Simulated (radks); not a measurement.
La5+, 52 electrons, occupied as [Ar] 3d10 4s2 4p5 4d10 5s2 5p5 (not the ground configuration).

Method: scalar-relativistic Kohn-Sham, BLYP, spin-polarised, spherical densities, finite nucleus; open shells are filled with parallel spins first (spin-orbit coupling, left out, can overturn this in heavy ions); Fermi nuclear charge, rms radius 4.855 fm; computed with a radial shooting solver on a logarithmic mesh with Libxc functionals.

Energy parts (eV):
part                      energy
total                 -230788.28
kinetic                244124.50
electron-nucleus      -555216.65
Hartree                 85784.69
exchange-correlation    -5480.83

Orbitals (lengths in bohr, moments of r in powers of bohr):
orbital  occ.  eigenvalue (eV)   <1/r>
1s up       1        -38824.92   62.01
1s down     1        -38824.42   62.01
2s up       1        -6238.597   14.28
2s down     1        -6238.307   14.28
2p up       3        -5599.594   13.55
2p down     3        -5599.138   13.55
3s up       1        -1387.166   5.172
3s down     1        -1386.731   5.172
3p up       3        -1183.061   4.903
3p down     3        -1182.566   4.903
3d up       5        -889.6146   4.649
3d down     5        -889.1226   4.650
4s up       1        -330.6081   2.169
4s down     1        -328.9647   2.167
4p up       3        -263.6179   2.006
4p down     2        -262.0297   2.004
4d up       5        -166.4406   1.759
4d down     5        -164.9800   1.757
5s up       1         -91.4861  0.9133
5s down     1         -90.3759  0.9131
5p up       3         -72.6601  0.8108
5p down     2         -71.5823  0.8089

The highest occupied level is 5p down at -71.582 eV. Spin moment in Bohr magnetons: 2. The density falls to 0.001 e/bohr^3 at r = 3.21 bohr. The spin density at the nucleus is -0.457 e/bohr^3 (1s -2.568, 2s 0.602, 3s 0.908, 4s 0.957, 5s -0.355). Summed over all electrons, <r^2> = 31.37 bohr^2, which gives a Langevin (diamagnetic) susceptibility term of -24.8 x 10^-6 cm^3/mol. The electron density at the nucleus is 3.65e+05 e/bohr^3 (large components only).
